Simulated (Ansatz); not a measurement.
`B[SiH](N)F` + HCl → `B[SiH](F)Cl` + NH₃ at 700 K and 1 bar (ligand exchange at the Si–N bond).

Gas-phase electronic energies from Ansatz, PBE0-D4/def2-TZVP geometries. CBS: MP2 limit from def2 TZ/QZ plus the TZ coupled-cluster correction, frozen cores. This one scheme is used for every species. One conformer a species, not always the lowest.

```tsv
species	CCSD(T)/CBS energy (Eh)	H − E (kJ/mol)	S (J/(mol·K))
`B[SiH](N)F`	-471.43743	223.7	429.4
HCl	-460.38127	38.4	211.8
`B[SiH](F)Cl`	-875.32432	149.6	413.6
NH₃	-56.50880	116.9	226.5
```

H − E and S are ideal-gas, rigid-rotor, harmonic terms from PBE0-D4/def2-TZVP, for one conformer and one mirror image of each species. 1 Eh = 2625.50 kJ/mol, R = 8.31446 J/(mol·K).

Question: By hand: ΔE, ΔH, ΔS and ΔG.

Answer: ΔE = (-875.32432) + (-56.50880) − (-471.43743) − (-460.38127) = -0.01442 Eh = -37.9 kJ/mol. Δ(H − E) = 149.6 + 116.9 − 223.7 − 38.4 = 4.4, so ΔH = -33.5 kJ/mol. ΔS = 413.6 + 226.5 − 429.4 − 211.8 = -1.1 J/(mol·K). ΔG = -33.5 − 700 × (-1.1)/1000 = -32.7 kJ/mol.

Question: By hand: the equilibrium constant, and the temperature at which ΔG would vanish if ΔH and ΔS stayed fixed.

Answer: log₁₀ K = −ΔG/(RT ln 10) = 2.4. ΔG = 0 at ΔH/ΔS = 30455 K, far beyond where these terms or the molecules hold.

The number of gas molecules stays the same, so ΔS is small and ΔH decides. A doubt of 5 kJ/mol in ΔE shifts log₁₀ K by 0.4 here. Other conformers and mirror images would add mixing entropy, several J/(mol·K) or more a flexible species. These are equilibria of isolated gas molecules and say nothing of rates. Largest T1 diagnostic: 0.012 (customary marks: 0.02 for closed shells, 0.045 for open ones).
